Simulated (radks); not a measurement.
Spherical jellium clusters: N electrons in a uniform positive sphere of charge N and radius rs N^(1/3), rs = 2.45 bohr. Calculated with a radial shooting solver with Libxc functionals: non-relativistic Kohn-Sham, PBE, spin-polarised, spherical densities. Levels are named by radial order and angular momentum (1s, 1p, 1d, 2s, ...), and open shells are averaged over m.

N = 32, configuration 1s2 1p6 1d10 2s2 1f(up 7, down 5). This is the lowest configuration that the search found. Occupied and some empty levels:

| level | occupation | eigenvalue (eV) | <r> (bohr) |
|---|---|---|---|
| 1s up | 1 | -10.116 | 4.348 |
| 1s down | 1 | -10.062 | 4.269 |
| 1p up | 3 | -8.2613 | 5.440 |
| 1p down | 3 | -8.1402 | 5.384 |
| 1d up | 5 | -6.1591 | 6.183 |
| 1d down | 5 | -5.9955 | 6.153 |
| 2s up | 1 | -5.6929 | 5.297 |
| 2s down | 1 | -5.5876 | 5.334 |
| 1f up | 7 | -3.8232 | 6.826 |
| 1f down | 5 | -3.6381 | 6.820 |
| 2p up | 0 | -3.0597 | 6.405 |
| 2p down | 0 | -2.9668 | 6.429 |
| 1g up | 0 | -1.3345 | 7.570 |
| 1g down | 0 | -1.1481 | 7.605 |
| 2d up | 0 | -0.82991 | 8.864 |
| 2d down | 0 | -0.74486 | 8.970 |

Energy (eV): total -35.3302, kinetic 138.05, external -4196.0, Hartree 2051.6, exchange-correlation -178.47, background 2149.4.
